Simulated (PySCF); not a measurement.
## Two-dimensional NMR puzzle

Compound of formula C4H8O3Si2. Correlations simulated from computed shifts and the bond graph:

HSQC (one-bond C–H):
```
  δH     δC
6.65  138.5
5.44  121.5
5.34  121.5
3.44   51.5
```

COSY cross peaks (H two or three bonds apart, from the bond graph; peaks can be absent where the dihedral angle is near 90°):
```
  δH    δH
6.65  5.44
6.65  5.34
6.65  3.44
5.44  5.34
5.16  5.16
5.09  4.95
5.09  3.44
4.95  3.44
```

HMBC (two and three bonds, from the bond graph):
```
  δH                   δC
6.65   173.3, 121.5, 51.5
5.44          138.5, 51.5
5.34          138.5, 51.5
5.16                173.3
5.16                173.3
5.09   173.3, 138.5, 51.5
4.95   173.3, 138.5, 51.5
3.44  173.3, 138.5, 121.5
```

Carbons without hydrogens: δ 173.3.

Calculated, not measured (PySCF 2.14): coordinates at the GFN2-xTB level, GIAO PBE0/pcSseg-1 shieldings. Non-relativistic, one computed conformer, gas phase.

Shifts are taken against calculated references (same method and geometry level): 1H and 13C against TMS.

Exchangeable hydrogens are left out of these lists.

Which molecule is this?

Answers

SMILES C=C[C@@H]1[SiH2]O[SiH2]OC1=O.

Mapped SMILES: `[CH2:1]=[CH:2][C@@H:3]1[SiH2:4][O:5][SiH2:6][O:7][C:8]1=[O:9]`. Hydrogens are named by the atom that carries them. Ha(Si4), Ha(Si6) are cis to C2 on the ring; Ha(C1) is cis to C3; Hb(Si4), Hb(Si6) are trans to C2 on the ring; Hb(C1) is trans to C3.

- δC 173.3 is C8, a carbonyl carbon.
- δC 138.5 is C2, an alkene CH (δH 6.65).
- δC 121.5 is C1, a terminal =CH2 carbon (δH 5.44, 5.34).
- δC 51.5 is C3, an sp3 CH bonded to Si, α to a carbonyl (δH 3.44).
- HMBC from δH 6.65 reaches the proton-free carbon C8.
- HMBC from δH 5.16 reaches the proton-free carbon C8.
- HMBC from δH 5.16 reaches the proton-free carbon C8.
- HMBC from δH 5.09 reaches the proton-free carbon C8.
- COSY links 6.65–5.44, 6.65–5.34, 6.65–3.44, 5.44–5.34, 5.16–5.16, 5.09–4.95.

The shifts were computed for this structure.

Shifts are as computed. Against solution values, carbons near 30 ppm lie about +3 ppm off and those near 130 ppm about +5 ppm. Of 1211 compounds with measured shifts, 218 miss one by over three times the rms of a fit or turn the order of signals round; such compounds aren't used in these exercises.
